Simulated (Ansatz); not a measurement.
The cluster ReAu₄⁻, relaxed as a singlet with RKS PBE0-D4/def2-SVPD in Ansatz, starting from packed atoms. Force threshold 0.02 eV/Å.

In the def2 sets Au, Re take a core potential; there is no spin–orbit coupling. The restricted singlet is unstable towards broken spin symmetry at other levels; at PBE0-D4/def2-SVPD this wasn't settled. The structure comes from a short search, and lower isomers may exist.

Start:

```xyz
5

Re    0.370    0.553    2.601
Au    0.159   -0.046   -2.227
Au    0.071    1.405    0.055
Au   -1.804   -0.867   -0.553
Au    1.204   -1.045    0.123
```

(1) Estimate the energy that the relaxation releases and the steps that it takes.

(2) Does the start keep its bonding?

(3) Predict the relaxed structure.

Answers

(1) 3.33 eV, in 15 steps; 2 min on 4 threads of Arm Neoverse V1 on a shared host. No frequencies were taken in this run, so the end may be a saddle point.

(2) Bonds lost: Au3–Au4, Au3–Au5, Au4–Au5 (atoms count from 1). Bonds formed: Re1–Au2, Re1–Au4 (atoms count from 1). Metal–metal contacts that move far: Au2–Au4 2.71 to 3.35 Å, Au2–Au3 2.71 to 3.34 Å, Au2–Au5 2.76 to 3.37 Å.

(3) 
```csv
atom,x (Å),y (Å),z (Å)
Re1,-0.055,0.047,0.701
Au2,0.144,-0.127,-1.846
Au3,0.172,2.508,0.213
Au4,-2.283,-1.048,0.273
Au5,2.021,-1.381,0.658
```
Bond lengths (bridged metal pairs left out): 4 × Au–Re 2.52 to 2.56 Å.
